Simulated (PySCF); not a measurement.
# UHF on Cr (chromium, neutral)

Configuration: [Ar] 3d4 4s2, high-spin 5D determinant (an excited configuration). Calculation: PySCF 2.14, in def2-QZVPPD (11s6p5d3f2g, 93 functions); no relativity, point nucleus.

- Total energy: -1043.316973 hartree
- One-electron energy: -1435.1070 hartree
- Hartree (Coulomb) energy: 439.3191 hartree
- Exchange energy: -47.5290 hartree
- Kinetic energy: 1043.30576 hartree
- ⟨S²⟩: 6.0164
- ⟨L²⟩: 6.023
- Sum of ⟨r⟩: 21.76 bohr
- Sum of ⟨r²⟩: 45.32 bohr²
- Traceless quadrupole moment −½Σ⟨3z² − r²⟩ along its main axis: -0.133 e·bohr²
- Density at the nucleus (Gaussians lack the cusp): 9250 bohr⁻³
- Spin density at the nucleus: -0.156 bohr⁻³
- Langevin diamagnetic susceptibility: -35.9 ×10⁻⁶ cm³/mol

```
shell  electrons  mean orbital energy (eV)  spread (eV)  rms radius, mean of both spins (bohr)
 1s α          1                   -6002.7            0                                 0.0743
 1s β          1                   -6002.6            0                                 0.0743
 2s α          1                   -720.72            0                                  0.319
 2s β          1                   -718.18            0                                  0.319
 2p α          3                   -609.87        0.021                                  0.288
 2p β          3                   -607.33        0.765                                  0.288
 3s α          1                   -99.359            0                                  0.971
 3s β          1                   -91.083            0                                  0.971
 3p α          3                   -66.249        1.298                                   1.05
 3p β          3                   -56.156        1.908                                   1.05
 3d α          4                   -15.599        1.720                                   1.38
 4s α          1                    -7.096            0                                   3.78
 4s β          1                    -6.026            0                                   3.78
```

Spin-orbit constants ζ (cm⁻¹) from the X2C one-electron operator on these orbitals (non-relativistic here): bare nucleus, nucleus screened by l(l+1)(2l+1)/3 electrons, and screened by the Breit-Pauli mean field of the electrons.

```json
{"shell": "2p", "bare": "47740", "screened nucleus": "43760", "mean field": "41910"}
{"shell": "3p", "bare": "5511", "screened nucleus": "5052", "mean field": "4802"}
{"shell": "3d", "bare": "477.2", "screened nucleus": "278.3", "mean field": "246.3"}
```

To first order the Landé constant is A = 61.56 cm⁻¹, so the lowest level has J = 0 and lies 0.0458 eV below the centre of the term. This holds in LS coupling only.
